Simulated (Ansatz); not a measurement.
`[F][SnH2][AsH2]` + `[SiH3]CCBr` → `[SiH3]CC[AsH2]` + `[F][SnH2][Br]`  (redistribution)

Isolated molecules relaxed with PBE0-D4/def2-TZVP in Ansatz; ΔE leaves out vibrations. CCSD(T)/CBS is the MP2 limit (def2-TZVPP, def2-QZVPP) plus CCSD(T) − MP2 in def2-TZVPP, frozen cores. Functionals use def2-TZVPP. B3LYP here is the variant with VWN-RPA as its local correlation; programs differ in this. Elements past krypton have def2 core potentials. For As, Br, Sn outer-core shells are correlated without core-valence functions, which leaves a few kJ/mol of doubt a bond. Scalar relativity is left out up to krypton. Each species was taken in one conformer, which may not be the lowest.

| level | ΔE (kJ/mol) | difference from CCSD(T)/CBS |
| --- | --- | --- |
| PBE-D4 | -52.7 | 10.3 |
| r2SCAN-D4 | -60.1 | 2.9 |
| PBE0-D4 | -58.1 | 4.9 |
| B3LYP-D4 | -57.5 | 5.5 |
| ωB97X-V | -64.1 | -1.1 |
| ωB97M-V | -62.3 | 0.7 |
| B2PLYP | -59.7 | 3.3 |
| PBE | -51.1 | 11.9 |
| r2SCAN | -59.6 | 3.4 |
| PBE0 | -56.7 | 6.3 |
| B3LYP | -55.1 | 7.9 |
| HF/def2-TZVPP | -72.6 | -9.6 |
| MP2/def2-TZVPP | -64.5 | -1.5 |
| SCS-MP2/def2-TZVPP | -65.0 | -2.0 |
| CCSD/def2-TZVPP | -64.4 | -1.4 |
| CCSD(T)/def2-TZVPP | -63.0 | 0.0 |
| HF/def2-QZVPP | -73.6 | -10.6 |
| MP2/def2-QZVPP | -64.8 | -1.8 |
| SCS-MP2/def2-QZVPP | -65.7 | -2.7 |
| HF/CBS(def2) | -73.8 | -10.8 |
| MP2/CBS(def2) | -64.5 | -1.5 |
| CCSD/CBS(def2) | -64.4 | -1.4 |
| CCSD(T)/CBS | -63.0 | 0 |

Largest T1 diagnostic among the species: 0.013.

From PBE to PBE0 (25 % exact exchange), in def2-TZVPP and without D4, ΔE moves by −5.7 kJ/mol. In def2-TZVPP, CCSD(T) changes the Hartree–Fock value by +9.6 kJ/mol (the triples alone add +1.4 kJ/mol) and MP2 by +8.1 kJ/mol.
